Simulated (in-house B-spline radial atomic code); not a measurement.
**Dy+: [Xe] 4f9 6s2 (with a hole in an inner shell)**

Level of theory: Dirac-Kohn-Sham PBE0, spherical fractional occupations, Fermi nucleus of rms radius 5.2218 fm; calculated with a radial B-spline atomic code at the basis-set limit.

Z_r = [3n² - l(l+1)]/(2<r>); Z_e = n√(-2ε); the last column is Slater's effective charge. Values are occupation-weighted means over j. An effective charge above Z reflects the relativistic contraction of the inner shells.

| shell | electrons | ε (eV) | <r> (bohr) | Z_r | Z_e | Slater |
| --- | --- | --- | --- | --- | --- | --- |
| 1s | 2 | -53736 | 0.02112 | 71.03 | 62.85 | 65.70 |
| 2s | 2 | -8989.9 | 0.08921 | 67.26 | 51.41 | 61.85 |
| 2p | 6 | -8012 | 0.0791 | 63.21 | 48.53 | 61.85 |
| 3s | 2 | -2028.5 | 0.2339 | 57.71 | 36.63 | 54.75 |
| 3p | 6 | -1723.3 | 0.2326 | 53.75 | 33.76 | 54.75 |
| 3d | 10 | -1313.8 | 0.2121 | 49.51 | 29.48 | 44.85 |
| 4s | 2 | -421.48 | 0.5292 | 45.35 | 22.26 | 38.25 |
| 4p | 6 | -319.46 | 0.5597 | 41.09 | 19.38 | 38.25 |
| 4d | 10 | -175.7 | 0.6079 | 34.54 | 14.37 | 26.85 |
| 5s | 2 | -65.061 | 1.281 | 29.27 | 10.93 | 12.60 |
| 5p | 6 | -39.496 | 1.493 | 24.45 | 8.52 | 12.60 |
| 4f | 9 | -18.863 | 0.8126 | 22.15 | 4.71 | 17.20 |
| 6s | 2 | -11.061 | 3.486 | 15.49 | 5.41 | 3.85 |

The least bound orbital is 6s1/2 at -11.06 eV, and it is also the most diffuse (<r> = 3.486 bohr). The part-filled 4f shell lies below the filled 6s shell in orbital energy.

Spin-orbit splittings of the orbital energies (j = l + 1/2 above j = l - 1/2 when positive): 2p 800.7 eV, 3p 167.1 eV, 3d 36.36 eV, 4p 37.58 eV, 4d 6.864 eV, 5p 5.185 eV, 4f 0.9486 eV.

For the 1s electron the small component carries 6.07 % of the norm, the zero-frequency Breit interaction raises the level by 166.9 eV, self-energy by 100.8 eV, and vacuum polarisation lowers it by 16.92 eV.

Caution: exact exchange at fractional occupations of open shells leaves self-interaction of up to several eV.
